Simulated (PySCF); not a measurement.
Species: C₂H₆OS₂Si.
SMILES: `[SiH]1(SCCS1)O`

Jobs on this species (12 atoms, 72 electrons) with PySCF (density fitting). Hardware of each: an Arm Neoverse N1 with one thread, no GPU, on a shared host. Other jobs ran on the host; a repeat could differ by tens of per cent or more. Peak memory is the resident size of the whole Python process, interpreter and libraries included.

```json
{"level and settings": "delta-SCF UKS SCAN, pcX-1 on the ionised atom, pcseg-1 elsewhere, spin-free X2C", "work": "ΔSCF core ionisation, 6 holes", "basis functions": "148", "SCF cycles": "?", "wall time": "?", "peak memory": "?"}
{"level and settings": "delta-SCF UKS PBE0, pcX-2 on the ionised atom, pcseg-1 elsewhere, spin-free X2C", "work": "ΔSCF core ionisation, 6 holes", "basis functions": "168", "SCF cycles": "?", "wall time": "?", "peak memory": "?"}
{"level and settings": "delta-SCF UKS PBE, pcX-2 on the ionised atom, pcseg-1 elsewhere, spin-free X2C", "work": "ΔSCF core ionisation, 6 holes", "basis functions": "168", "SCF cycles": "91", "wall time": "38 s", "peak memory": "0.59 GiB"}
{"level and settings": "delta-SCF UKS SCAN, def2-TZVP on the ionised atom, pcseg-1 elsewhere, spin-free X2C", "work": "ΔSCF core ionisation, 6 holes", "basis functions": "145", "SCF cycles": "92", "wall time": "54 s", "peak memory": "0.51 GiB"}
{"level and settings": "delta-SCF UKS SCAN, pcX-2 on the ionised atom, pcseg-1 elsewhere, spin-free X2C", "work": "ΔSCF core ionisation, 6 holes", "basis functions": "168", "SCF cycles": "91", "wall time": "59 s", "peak memory": "0.60 GiB"}
{"level and settings": "PBE0-D3(BJ)/def2-SVP, grid level 1", "work": "geometry optimisation from a GFN2-xTB start shaken at random", "basis functions": "126", "SCF cycles": "60", "wall time": "90 s", "peak memory": "0.53 GiB"}
{"level and settings": "delta-SCF UKS HF, pcX-2 on the ionised atom, pcseg-1 elsewhere, spin-free X2C", "work": "ΔSCF core ionisation, 6 holes", "basis functions": "168", "SCF cycles": "79", "wall time": "54 s", "peak memory": "0.73 GiB"}
{"level and settings": "delta-SCF UKS B3LYP, pcX-2 on the ionised atom, pcseg-1 elsewhere, spin-free X2C", "work": "ΔSCF core ionisation, 6 holes", "basis functions": "168", "SCF cycles": "84", "wall time": "89 s", "peak memory": "0.75 GiB"}
{"level and settings": "delta-SCF UKS SCAN, pcX-2 on the ionised atom, pcseg-1 elsewhere, non-relativistic", "work": "ΔSCF core ionisation, 6 holes", "basis functions": "168", "SCF cycles": "91", "wall time": "55 s", "peak memory": "0.67 GiB"}
```

**Question.** Fill in the missing figures.

**Answer.** 
- delta-SCF UKS SCAN, pcX-1 on the ionised atom, pcseg-1 elsewhere, spin-free X2C; ΔSCF core ionisation, 6 holes: 49 s, 0.51 GiB, 91 SCF cycles
- delta-SCF UKS PBE0, pcX-2 on the ionised atom, pcseg-1 elsewhere, spin-free X2C; ΔSCF core ionisation, 6 holes: 83 s, 0.75 GiB, 82 SCF cycles

**Question.** What do all jobs in the table cost together?

**Answer.** About 9.5 min; the longest takes about 16 % of that, and about 2.4 times as long as the shortest.
